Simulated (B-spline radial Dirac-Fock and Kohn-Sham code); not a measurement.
## Muonic X-ray lines of ¹⁷⁴Yb

Nucleus: ¹⁷⁴Yb, Gaussian distribution, rms radius 5.3108 fm (measured, Angeli and Marinova 2013).

Level of theory: the Dirac equation of a negative muon with reduced mass in the field of a spherical finite nucleus, with the Uehling potential to all orders; nuclear polarisation, deformation, hyperfine structure, self-energy, higher-order vacuum polarisation, relativistic recoil and electron screening are left out; a radial atomic solver. For strongly deformed nuclei the low levels mix with nuclear rotations, which this model lacks.

```
    transition  energy (keV)  point nucleus, no QED (keV)
 2p3/2 → 1s1/2          5200                        11310
 2p1/2 → 1s1/2          5075                        11040
 3p3/2 → 1s1/2          7079                        13250
 3d5/2 → 2p3/2          1864                         1960
 3d3/2 → 2p1/2          1967                         2206
 4f7/2 → 3d5/2         680.8                        677.4
 4f5/2 → 3d3/2         698.8                        695.8
 5g9/2 → 4f7/2         313.4                        312.0
6h11/2 → 5g9/2         169.7                        169.1
```

The 2p fine-structure splitting is 125.6 keV, and 2s lies 757.9 keV above 2p1/2.

Values without a named source are computed, but for edge energies of neutral atoms, which are taken from tables.
